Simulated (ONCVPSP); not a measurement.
Reading a pseudo-wave (vanadium (V))

Columns: radius, all-electron u(r) and pseudo u(r) of the 3s shell (level -70.24 eV) of vanadium in the configuration [Ne] 3s2 3p6 3d3 4s2; PBE, scalar-relativistic, ONCV scheme, ONCVPSP 4.0.1.

| r (bohr) | all-electron | pseudo |
| --- | --- | --- |
| 0.070 | 0.1462 | 0.0777 |
| 0.140 | -0.4048 | 0.1622 |
| 0.210 | -0.6023 | 0.2580 |
| 0.280 | -0.4609 | 0.3672 |
| 0.350 | -0.1483 | 0.4879 |
| 0.420 | 0.2061 | 0.6153 |
| 0.490 | 0.5278 | 0.7424 |
| 0.560 | 0.7846 | 0.8610 |
| 0.630 | 0.9678 | 0.9629 |
| 0.700 | 1.0816 | 1.0409 |
| 0.770 | 1.1368 | 1.0901 |
| 0.840 | 1.1453 | 1.1079 |
| 0.910 | 1.1193 | 1.0955 |
| 0.980 | 1.0694 | 1.0571 |
| 1.050 | 1.0038 | 0.9988 |
| 1.120 | 0.9293 | 0.9278 |
| 1.190 | 0.8509 | 0.8505 |
| 1.260 | 0.7720 | 0.7719 |
| 1.330 | 0.6953 | 0.6952 |
| 1.400 | 0.6224 | 0.6223 |
| 1.470 | 0.5542 | 0.5541 |
| 1.540 | 0.4913 | 0.4912 |
| 1.610 | 0.4339 | 0.4338 |
| 1.680 | 0.3819 | 0.3819 |
| 1.750 | 0.3353 | 0.3352 |
| 1.820 | 0.2936 | 0.2936 |

Problem. How many radial nodes do the two functions have?

Solution. The all-electron 3s function has n − l − 1 = 2; the pseudo-wave has 0, since the states of the same l below it are removed with the core.

Problem. At about which radius was the pseudo-wave matched?

Solution. 1.40 bohr. The columns agree to 0.0005 from 1.19 bohr on; several derivatives are matched, so the curves merge somewhat inside the radius.

Problem. Is the pseudo-wave norm-conserving?

Solution. Yes: the ONCV scheme keeps the norm inside the radius equal to the all-electron one, which fixes the energy derivative of the logarithmic derivative at the level.
